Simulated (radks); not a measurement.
The numbers below are computed, except where a source is named.
Effect of the nuclear size on neutral zinc, [Ar] 3d10 4s2. Code: a radial shooting solver on a logarithmic mesh with Libxc functionals. Model: Dirac Kohn-Sham, exchange-only LDA, spin-unpolarised, spherical densities, finite nucleus; Fermi nuclear charge, rms radius 3.9283 fm. The rms radius is varied about that value; shifts are against it.

| rms radius (fm) | total energy shift (eV) | density at nucleus (e/bohr^3) | 1s1/2 shift (meV) | 2s1/2 shift (meV) | 2p1/2 shift (meV) | 3s1/2 shift (meV) |
|---|---|---|---|---|---|---|
| 3.3508 | -0.0636 | 2.517e+04 | -27.0 | -2.57 | 0.223 | -0.375 |
| 3.5787 | -0.0396 | 2.508e+04 | -16.9 | -1.60 | 0.139 | -0.234 |
| 3.9283 | 0 | 2.495e+04 | 0.000 | 0.000 | 0.000 | 0.000 |
| 4.109 | 0.0218 | 2.489e+04 | 9.29 | 0.885 | -0.077 | 0.129 |
| 4.3565 | 0.0533 | 2.481e+04 | 22.7 | 2.16 | -0.187 | 0.314 |

Slopes of the eigenvalues against <r^2> in GHz/fm^2, as finite differences over the two radii next to the reference (eigenvalue slopes, not the field-shift constants of lines): 1s1/2 1550, 2s1/2 148, 2p1/2 -12.8, 3s1/2 21.5.
